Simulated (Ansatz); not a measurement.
Basis-set extrapolation for `[SiH]N([SiH3])[SiH3]` (PBE0-D4/def2-TZVP geometry, frozen core, Ansatz 0.2.0). Multiplicity 1, RHF reference.

```json
{"": "HF", "def2-TZVPP": "-925.400829", "def2-QZVPP": "-925.431139"}
{"": "MP2 correlation", "def2-TZVPP": "-0.568368", "def2-QZVPP": "-0.608939"}
{"": "CCSD(T) correlation", "def2-TZVPP": "-0.653322", "def2-QZVPP": "-0.688717"}
```

Energies in hartree. Use E(X) = E(∞) + A·exp(−7.88·√X) for Hartree–Fock and E(X) = E(∞) + B·X^(−2.97) for correlation, with X = 3 and 4.

Problem. What is the CCSD(T) energy at the basis-set limit?

Solution. HF limit: -925.431139 + (-0.030310) × 0.13774 = -925.43531. Correlation limit: -0.688717 + (-0.035395) × 0.74074 = -0.71494. Total: -926.15025 hartree, 252.3 kJ/mol below CCSD(T)/def2-TZVPP.
